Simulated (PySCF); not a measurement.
## Working out the ionisation energy of Tc

Tc [Kr] 4d5 5s2 (6S) → Tc⁺ [Kr] 4d5 5s1 (7S). All numbers are calculated (PySCF 2.14, scalar relativity through the core potential, in aug-cc-pVTZ-PP with ECP28MDF (6s6p5d3f2g, 88 functions)). Frozen: 4s2 4p6. Energies in hartree (1 hartree = 27.21139 eV):

| part | Tc (lower) | Tc⁺ (upper) |
| --- | --- | --- |
| UHF | -79.849234 | -79.645797 |
| CCSD correlation | -0.136430 | -0.088282 |
| (T) | -0.005950 | -0.001758 |

Q: What does Hartree-Fock give?

A: (-79.645797) − (-79.849234) = 0.203437 hartree = 5.536 eV.

Q: What do CCSD and CCSD(T) give?

A: The CCSD correlation energies differ by 0.048148 hartree = 1.310 eV and the triples by 0.004192 hartree = 0.114 eV, so CCSD gives 6.846 eV and CCSD(T) 6.960 eV.

Measured between the centres of the two terms (NIST): 7.119 eV, so CCSD(T) (valence) is off by -0.159 eV.

What remains against the reference includes basis incompleteness, the frozen core and higher excitations.
